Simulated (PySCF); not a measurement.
## Ne⁺ (neon, charge +1) across methods

[He] 2s2 2p5, 2P determinant. Computed with PySCF 2.14 in x2c-TZVPPall with one added diffuse shell each of s, p, d type (6s4p3d1f, 40 functions), with the spin-free X2C one-electron Hamiltonian (Gaussian nucleus).

| method | E (hartree) | mean ε 2s β (eV) | mean ε 2p α (eV) | mean ε 2p β (eV) | Σ⟨r²⟩ (bohr²) | ⟨S²⟩ |
| --- | --- | --- | --- | --- | --- | --- |
| UHF | -127.95691 | -68.399 | -44.923 | -42.085 | 6.763 | 0.753 |
| r2SCANh | -128.2761 | -56.875 | -35.324 | -33.107 | 6.830 | 0.752 |
| PBE0 | -128.2171 | -58.055 | -36.353 | -34.200 | 6.867 | 0.751 |
| LDA | -127.5472 | -54.054 | -33.343 | -31.205 | 6.959 | 0.751 |
| wB97X-V | -128.2802 | -60.645 | -38.745 | -36.705 | 6.896 | 0.751 |
| PBE | -128.2042 | -54.187 | -33.195 | -31.215 | 6.931 | 0.751 |
| r2SCAN | -128.2782 | -55.510 | -34.171 | -32.003 | 6.842 | 0.752 |
| HSE06 | -128.2287 | -57.593 | -35.917 | -33.798 | 6.869 | 0.751 |
| BP86 | -128.3099 | -54.319 | -33.244 | -31.319 | 6.903 | 0.751 |
